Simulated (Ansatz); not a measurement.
FHZn (SMILES [F][ZnH]) moved off its minimum; all values from Ansatz (an electronic-structure program), cores frozen in correlated methods.
(charge 0, multiplicity 1)
```xyz
3

Zn     0.05877    -0.00583    -0.32441
H     -0.03249    -0.06370    -1.84537
F     -0.05962     0.01033     1.40901
```

Forces at r2SCAN/def2-TZVPP (eV/Å):

```
atom      Fx      Fy      Fz
----  ------  ------  ------
Zn1   -0.308  -0.086  -0.686
H2     0.184   0.054   0.538
F3     0.123   0.031   0.148
```

Task: Give the forces (eV/Å), the total energy and the dipole at CCSD(T)/def2-TZVPPD.

Result: 
```tsv
atom	Fx	Fy	Fz
Zn1	-0.260	-0.076	-0.741
H2	0.162	0.045	0.369
F3	0.098	0.031	0.372
```
Energy -1878.6381 hartree, dipole 2.07 D.
